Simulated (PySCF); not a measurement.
**Working out the excitation energy of Ar⁺**

Ar⁺ [Ne] 3s2 3p5 (2P) → Ar⁺ [Ne] 3s1 3p5 3d1 (high-spin determinant). Calculation: PySCF 2.14, in aug-cc-pwCVDZ; no relativity, point nucleus. Frozen: 1s2. Energies in hartree (1 hartree = 27.21139 eV):

```
            part  Ar⁺ (lower)  Ar⁺ (upper)
             UHF  -526.261926  -525.019661
CCSD correlation    -0.292016    -0.368557
             (T)    -0.003246    -0.030831
```

**Question.** What does Hartree-Fock give?

**Answer.** (-525.019661) − (-526.261926) = 1.242265 hartree = 33.804 eV.

**Question.** What do CCSD and CCSD(T) give?

**Answer.** The CCSD correlation energies differ by -0.076541 hartree = -2.083 eV and the triples by -0.027585 hartree = -0.751 eV, so CCSD gives 31.721 eV and CCSD(T) 30.970 eV.

One determinant mixes LS terms, so it does not stand for a single term.

The upper state lies above the first ionisation limit, where it may autoionise and the basis confines it.

A double-zeta basis recovers only part of the correlation energy.

The coupled-cluster amplitudes are large, so a single reference is strained.
